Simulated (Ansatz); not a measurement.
The cluster Li2Br2⁻. The state is a doublet with charge -1. Geometry PBE0-D4/def2-TZVP, that of the neutral singlet; atoms count from 1.

| atom | x (Å) | y (Å) | z (Å) |
| --- | --- | --- | --- |
| Li1 | -1.220 | -0.123 | 0.534 |
| Li2 | 1.220 | 0.123 | -0.534 |
| Br3 | 0.785 | -0.171 | 1.755 |
| Br4 | -0.785 | 0.171 | -1.755 |

The highest occupied level of the charge -1 doublet lies above zero (up to 0.79 eV). Energy differences disagree on whether the electron is bound (positive means bound): 0.17 eV (vertical, against the charge 0 singlet, at PBE0-D4/def2-TZVPD), but -0.11 eV at LC-ωPBE (ω = 0.20 bohr⁻¹)/def2-TZVP. The structure comes from a short search, and lower isomers may exist.

Problem. Estimate the Mulliken populations from the PBE0/def2-TZVPD orbitals of Ansatz.

Solution. 
| atom | charge (e) | spin (α − β) |
| --- | --- | --- |
| Li1 | 0.20 | 0.70 |
| Li2 | 0.20 | 0.70 |
| Br3 | -0.70 | -0.20 |
| Br4 | -0.70 | -0.20 |
Mulliken values depend strongly on the basis. With diffuse functions, as here, like atoms can get unlike values, and bond orders can come out too low or too high.

Problem. Where does the spin sit?

Solution. Summed by element: Li 1.39, Br -0.39, of 1 unpaired in all. Largest on single atoms: Li1 0.70, Li2 0.70, Br4 -0.20.

Problem. And the Mayer bond orders between heavy atoms (over 0.3)?

Solution. Li1–Li2 0.92 (2.67 Å).
